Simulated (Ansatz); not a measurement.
Ansatz (a first-principles code) input (B3LYP-D3(BJ)/def2-TZVP):

Ansatz 0.2 input:
```yaml
crystal:
  periodic: [false, false, false]
  atoms:
    - {symbol: B, position_ang: [-0.92994411, 0.36245407, -0.52356380]}
    - {symbol: F, position_ang: [-2.19740190, 0.25216418, -0.29244463]}
    - {symbol: B, position_ang: [0.54962741, -0.07742270, 0.09558151]}
    - {symbol: F, position_ang: [1.17597794, -1.16277611, -0.34738303]}
    - {symbol: F, position_ang: [1.23271102, 0.75226117, 0.87759560]}
basis:
  gaussian:
    orbitals: def2-TZVP
hamiltonian:
  xc: b3lyp
  dispersion: d3bj
magnetization: {spin_polarized: true, initial_magnetization: 1}
phonons: {temperatures: {t_min: 298.15, t_max: 298.15, t_step: 100}}
```

Output:

```
Functional definition: B3LYP
integrals: 0.05 GiB planned
806 factors; their error is unknown
mean field: 0.67 GiB planned
mean field evaluation 1: about -9506.8222 eV, gradient 3.3e1 eV
mean field evaluation 2: about -9502.8287 eV, gradient 5.1e1 eV
mean field evaluation 4: about -9509.7861 eV, gradient 1.2e0 eV
mean field evaluation 8: about -9509.7929 eV, gradient 5.4e-2 eV
mean field evaluation 16: about -9509.8188 eV, gradient 4.3e-5 eV
mean field -9509.81882473 eV, -349.4793958221 hartree, gradient 2.3e-5 eV, S^2 0.754759; 0 other end points of the search recorded, 0 dependent functions left out
the calculation of the forces begins
reference -9509.81905259 eV, -349.4794041958 hartree; 19, 18 occupied and 136, 137 virtual orbitals, 806 factors
these checks for a lower state are left out or cut short: stability, starts, cluster_reference, orbital_swaps, neighbouring_geometries, increment
integrals: 0.05 GiB planned
806 factors; their error is unknown
mean field: 0.67 GiB planned
mean field -9509.81881357 eV, -349.4793954121 hartree, gradient 9.6e-7 eV, S^2 0.754773; 0 other end points of the search recorded, 0 dependent functions left out
the calculation of the forces begins
reference -9509.81904140 eV, -349.4794037847 hartree; 19, 18 occupied and 136, 137 virtual orbitals, 806 factors
these checks for a lower state are left out or cut short: stability, starts, cluster_reference, orbital_swaps, neighbouring_geometries, increment
integrals: 0.05 GiB planned
806 factors; their error is unknown
mean field: 0.67 GiB planned
mean field evaluation 32: about -9509.8188 eV, gradient 2.4e-6 eV
mean field -9509.81880151 eV, -349.4793949686 hartree, gradient 2.4e-6 eV, S^2 0.754745; 0 other end points of the search recorded, 0 dependent functions left out
the calculation of the forces begins
reference -9509.81902940 eV, -349.4794033434 hartree; 19, 18 occupied and 136, 137 virtual orbitals, 806 factors
these checks for a lower state are left out or cut short: stability, starts, cluster_reference, orbital_swaps, neighbouring_geometries, increment
integrals: 0.05 GiB planned
806 factors; their error is unknown
mean field: 0.67 GiB planned
mean field -9509.81871396 eV, -349.4793917514 hartree, gradient 1.4e-6 eV, S^2 0.754751; 0 other end points of the search recorded, 0 dependent functions left out
the calculation of the forces begins
reference -9509.81894179 eV, -349.4794001238 hartree; 19, 18 occupied and 136, 137 virtual orbitals, 806 factors
these checks for a lower state are left out or cut short: stability, starts, cluster_reference, orbital_swaps, neighbouring_geometries, increment
integrals: 0.05 GiB planned
806 factors; their error is unknown
mean field: 0.67 GiB planned
mean field -9509.81873184 eV, -349.4793924085 hartree, gradient 1.3e-6 eV, S^2 0.754768; 0 other end points of the search recorded, 0 dependent functions left out
the calculation of the forces begins
reference -9509.81895973 eV, -349.4794007833 hartree; 19, 18 occupied and 136, 137 virtual orbitals, 806 factors
these checks for a lower state are left out or cut short: stability, starts, cluster_reference, orbital_swaps, neighbouring_geometries, increment
integrals: 0.05 GiB planned
806 factors; their error is unknown
mean field: 0.67 GiB planned
mean field -9509.81882235 eV, -349.4793957346 hartree, gradient 2.4e-6 eV, S^2 0.754755; 0 other end points of the search recorded, 0 dependent functions left out
the calculation of the forces begins
reference -9509.81905024 eV, -349.4794041094 hartree; 19, 18 occupied and 136, 137 virtual orbitals, 806 factors
these checks for a lower state are left out or cut short: stability, starts, cluster_reference, orbital_swaps, neighbouring_geometries, increment
integrals: 0.05 GiB planned
806 factors; their error is unknown
mean field: 0.67 GiB planned
mean field -9509.81881273 eV, -349.4793953811 hartree, gradient 2.5e-6 eV, S^2 0.754763; 0 other end points of the search recorded, 0 dependent functions left out
the calculation of the forces begins
reference -9509.81904056 eV, -349.4794037536 hartree; 19, 18 occupied and 136, 137 virtual orbitals, 806 factors
these checks for a lower state are left out or cut short: stability, starts, cluster_reference, orbital_swaps, neighbouring_geometries, increment
integrals: 0.05 GiB planned
806 factors; their error is unknown
mean field: 0.67 GiB planned
mean field evaluation 64: about -9509.8187 eV, gradient 1.7e-6 eV
mean field -9509.81873290 eV, -349.4793924475 hartree, gradient 1.7e-6 eV, S^2 0.754762; 0 other end points of the search recorded, 0 dependent functions left out
the calculation of the forces begins
reference -9509.81896077 eV, -349.4794008213 hartree; 19, 18 occupied and 136, 137 virtual orbitals, 806 factors
these checks for a lower state are left out or cut short: stability, starts, cluster_reference, orbital_swaps, neighbouring_geometries, increment
integrals: 0.05 GiB planned
806 factors; their error is unknown
mean field: 0.67 GiB planned
mean field -9509.81876802 eV, -349.4793937382 hartree, gradient 2.0e-6 eV, S^2 0.754756; 0 other end points of the search recorded, 0 dependent functions left out
the calculation of the forces begins
reference -9509.81899588 eV, -349.4794021118 hartree; 19, 18 occupied and 136, 137 virtual orbitals, 806 factors
these checks for a lower state are left out or cut short: stability, starts, cluster_reference, orbital_swaps, neighbouring_geometries, increment
integrals: 0.05 GiB planned
806 factors; their error is unknown
mean field: 0.67 GiB planned
mean field -9509.81877989 eV, -349.4793941741 hartree, gradient 2.4e-6 eV, S^2 0.754748; 0 other end points of the search recorded, 0 dependent functions left out
the calculation of the forces begins
reference -9509.81900773 eV, -349.4794025474 hartree; 19, 18 occupied and 136, 137 virtual orbitals, 806 factors
these checks for a lower state are left out or cut short: stability, starts, cluster_reference, orbital_swaps, neighbouring_geometries, increment
integrals: 0.05 GiB planned
806 factors; their error is unknown
mean field: 0.67 GiB planned
mean field -9509.81878233 eV, -349.4793942641 hartree, gradient 3.0e-6 eV, S^2 0.754771; 0 other end points of the search recorded, 0 dependent functions left out
the calculation of the forces begins
reference -9509.81901020 eV, -349.4794026382 hartree; 19, 18 occupied and 136, 137 virtual orbitals, 806 factors
these checks for a lower state are left out or cut short: stability, starts, cluster_reference, orbital_swaps, neighbouring_geometries, increment
integrals: 0.05 GiB planned
806 factors; their error is unknown
mean field: 0.67 GiB planned
mean field -9509.81868089 eV, -349.4793905361 hartree, gradient 1.8e-6 eV, S^2 0.754763; 0 other end points of the search recorded, 0 dependent functions left out
the calculation of the forces begins
reference -9509.81890878 eV, -349.4793989108 hartree; 19, 18 occupied and 136, 137 virtual orbitals, 806 factors
these checks for a lower state are left out or cut short: stability, starts, cluster_reference, orbital_swaps, neighbouring_geometries, increment
integrals: 0.05 GiB planned
806 factors; their error is unknown
mean field: 0.67 GiB planned
mean field evaluation 96: about -9509.8187 eV, gradient 2.5e-6 eV
mean field -9509.81867163 eV, -349.4793901959 hartree, gradient 2.5e-6 eV, S^2 0.754755; 0 other end points of the search recorded, 0 dependent functions left out
the calculation of the forces begins
reference -9509.81889946 eV, -349.4793985685 hartree; 19, 18 occupied and 136, 137 virtual orbitals, 806 factors
these checks for a lower state are left out or cut short: stability, starts, cluster_reference, orbital_swaps, neighbouring_geometries, increment
integrals: 0.05 GiB planned
806 factors; their error is unknown
mean field: 0.67 GiB planned
mean field -9509.81880084 eV, -349.4793949442 hartree, gradient 2.0e-6 eV, S^2 0.754760; 0 other end points of the search recorded, 0 dependent functions left out
the calculation of the forces begins
reference -9509.81902870 eV, -349.4794033180 hartree; 19, 18 occupied and 136, 137 virtual orbitals, 806 factors
these checks for a lower state are left out or cut short: stability, starts, cluster_reference, orbital_swaps, neighbouring_geometries, increment
integrals: 0.05 GiB planned
806 factors; their error is unknown
mean field: 0.67 GiB planned
mean field -9509.81877125 eV, -349.4793938568 hartree, gradient 2.0e-6 eV, S^2 0.754758; 0 other end points of the search recorded, 0 dependent functions left out
the calculation of the forces begins
reference -9509.81899911 eV, -349.4794022305 hartree; 19, 18 occupied and 136, 137 virtual orbitals, 806 factors
these checks for a lower state are left out or cut short: stability, starts, cluster_reference, orbital_swaps, neighbouring_geometries, increment
integrals: 0.05 GiB planned
806 factors; their error is unknown
mean field: 0.67 GiB planned
mean field -9509.81872314 eV, -349.4793920886 hartree, gradient 2.6e-6 eV, S^2 0.754754; 0 other end points of the search recorded, 0 dependent functions left out
the calculation of the forces begins
reference -9509.81895100 eV, -349.4794004625 hartree; 19, 18 occupied and 136, 137 virtual orbitals, 806 factors
these checks for a lower state are left out or cut short: stability, starts, cluster_reference, orbital_swaps, neighbouring_geometries, increment
integrals: 0.05 GiB planned
806 factors; their error is unknown
mean field: 0.67 GiB planned
mean field -9509.81874675 eV, -349.4793929565 hartree, gradient 2.7e-6 eV, S^2 0.754764; 0 other end points of the search recorded, 0 dependent functions left out
the calculation of the forces begins
reference -9509.81897461 eV, -349.4794013300 hartree; 19, 18 occupied and 136, 137 virtual orbitals, 806 factors
these checks for a lower state are left out or cut short: stability, starts, cluster_reference, orbital_swaps, neighbouring_geometries, increment
integrals: 0.05 GiB planned
806 factors; their error is unknown
mean field: 0.67 GiB planned
mean field -9509.81880198 eV, -349.4793949861 hartree, gradient 1.6e-6 eV, S^2 0.754755; 0 other end points of the search recorded, 0 dependent functions left out
the calculation of the forces begins
reference -9509.81902984 eV, -349.4794033597 hartree; 19, 18 occupied and 136, 137 virtual orbitals, 806 factors
these checks for a lower state are left out or cut short: stability, starts, cluster_reference, orbital_swaps, neighbouring_geometries, increment
integrals: 0.05 GiB planned
806 factors; their error is unknown
mean field: 0.67 GiB planned
mean field evaluation 128: about -9509.7928 eV, gradient 1.6e-1 eV
mean field -9509.81880511 eV, -349.4793951011 hartree, gradient 1.5e-6 eV, S^2 0.754763; 0 other end points of the search recorded, 0 dependent functions left out
the calculation of the forces begins
reference -9509.81903297 eV, -349.4794034749 hartree; 19, 18 occupied and 136, 137 virtual orbitals, 806 factors
Total energy: -9509.92714940 eV, -349.4833766802 hartree
Atom 0 at    -0.929944     0.362454    -0.523564 Å, force     0.000200     0.000031    -0.000058 eV/Å
Atom 1 at    -2.197402     0.252164    -0.292445 Å, force    -0.000028    -0.000014     0.000023 eV/Å
Atom 2 at     0.549627    -0.077423     0.095582 Å, force    -0.000335    -0.000118     0.000199 eV/Å
Atom 3 at     1.175978    -1.162776    -0.347383 Å, force     0.000086     0.000203     0.000015 eV/Å
Atom 4 at     1.232711     0.752261     0.877596 Å, force     0.000077    -0.000102    -0.000180 eV/Å
Dipole moment:    -0.241012     0.025119    -0.028107 e Å
Vibrations: 123.99 189.46 367.98 402.55 575.75 661.48 1196.75 1341.76 1501.45 cm⁻¹, zero-point energy 0.394343 eV
```

It need not be the lowest isomer of its formula.
